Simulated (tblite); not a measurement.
Species: C₃H₈Cl₂OSi₂.
SMILES with atom numbers: `[CH3:1][O:2][SiH2:3]/[CH:4]=[C:5](\[Cl:6])[SiH2:7][Cl:8]` (hydrogens: H9, H10, H11 on C1; H12, H13 on Si3; H14 on C4; H15, H16 on Si7)

Computed with GFN2-xTB (tblite), gas phase: L-BFGS steps from a force-field or distance-geometry start until the largest atomic force falls under 0.01 eV/Å.

Step 16: E = -739.9562 eV
```
atom  x, y, z in Å  |  force x, y, z in eV/Å
C1     -3.4177   -0.3580   -0.3923    0.018  -0.020   0.001
O2     -2.0384   -0.4878   -0.2413   -0.011  -0.059  -0.003
Si3    -1.0091    0.7410    0.0043   -0.155   0.078   0.009
C4      0.6531   -0.1161    0.0949   -0.095   0.002  -0.009
C5      1.7811    0.5368    0.3388   -0.053   0.015   0.009
Cl6     1.6716    2.2399    0.6329    0.100   0.096  -0.013
Si7     3.5119   -0.2315    0.3482    0.033  -0.020   0.029
Cl8     4.0601   -0.5164   -1.5640    0.014  -0.001  -0.007
H9     -3.8643    0.1169    0.4857    0.022  -0.042  -0.012
H10    -3.8355   -1.3571   -0.5187   -0.034   0.024  -0.008
H11    -3.6570    0.2539   -1.2665    0.010  -0.047   0.010
H12    -1.1053    1.6967   -1.1024    0.098   0.051  -0.050
H13    -1.3599    1.4452    1.2400    0.054   0.029   0.086
H14     0.7301   -1.1778   -0.0706   -0.033  -0.114  -0.047
H15     4.4679    0.6543    0.9953   -0.009   0.024   0.011
H16     3.4037   -1.5323    1.0043    0.041  -0.014  -0.006
```

Step 17: E = -739.9592 eV
```
atom  x, y, z in Å  |  force x, y, z in eV/Å
C1     -3.4171   -0.3614   -0.3926    0.025  -0.004   0.003
O2     -2.0368   -0.4891   -0.2414   -0.035  -0.003   0.000
Si3    -1.0129    0.7450    0.0056   -0.082   0.062   0.004
C4      0.6496   -0.1164    0.0941   -0.133   0.012  -0.009
C5      1.7785    0.5357    0.3372   -0.057  -0.074   0.000
Cl6     1.6703    2.2348    0.6308    0.097   0.176   0.000
Si7     3.5099   -0.2312    0.3502    0.058  -0.047  -0.019
Cl8     4.0637   -0.5170   -1.5646   -0.003   0.008   0.046
H9     -3.8633    0.1146    0.4856    0.021  -0.057  -0.022
H10    -3.8352   -1.3608   -0.5194   -0.021   0.038  -0.003
H11    -3.6569    0.2514   -1.2665    0.013  -0.061   0.018
H12    -1.0954    1.7044   -1.1014    0.071   0.020  -0.024
H13    -1.3534    1.4530    1.2440    0.037   0.003   0.053
H14     0.7198   -1.1787   -0.0716   -0.012  -0.099  -0.043
H15     4.4647    0.6589    0.9950   -0.019   0.012   0.008
H16     3.4068   -1.5352    1.0035    0.039   0.013  -0.013
```

Task: Estimate the geometry and energy of step 18. (The exact step hangs on the optimiser's Hessian estimate; all steps are aligned on step 17, rigid shifts and turns removed.)

Result: E = -739.9622 eV, largest force 0.199 eV/Å
```
atom  x, y, z in Å  |  force x, y, z in eV/Å
C1     -3.4162   -0.3652   -0.3929    0.020   0.006   0.003
O2     -2.0354   -0.4902   -0.2414   -0.040   0.056   0.005
Si3    -1.0185    0.7504    0.0071    0.015   0.032  -0.001
C4      0.6436   -0.1170    0.0932   -0.124   0.011  -0.004
C5      1.7745    0.5332    0.3354   -0.056  -0.123  -0.006
Cl6     1.6707    2.2325    0.6286    0.090   0.177   0.001
Si7     3.5089   -0.2317    0.3518    0.041  -0.044  -0.054
Cl8     4.0676   -0.5175   -1.5644   -0.015   0.014   0.079
H9     -3.8619    0.1110    0.4852    0.011  -0.058  -0.017
H10    -3.8350   -1.3641   -0.5201   -0.010   0.032   0.001
H11    -3.6565    0.2476   -1.2664    0.011  -0.058   0.010
H12    -1.0836    1.7130   -1.1006    0.036  -0.010   0.004
H13    -1.3457    1.4613    1.2492    0.014  -0.022   0.018
H14     0.7085   -1.1813   -0.0733   -0.001  -0.041  -0.031
H15     4.4607    0.6640    0.9947   -0.029   0.000   0.005
H16     3.4108   -1.5380    1.0024    0.037   0.027  -0.014
```

The energy changes by -0.0030 eV. The first-order estimate −F·Δx gives -0.0042 eV and the mean of the old and new forces, exact on a quadratic surface, -0.0030 eV. The step makes an angle of 64° with the force vector and moves no atom by more than 0.015 Å.

What follows is the cost of the whole relaxation. The run took 2.1 s on one thread, Arm Neoverse N1 (aarch64), shared host with 64 logical CPUs at a one-minute load of 52.
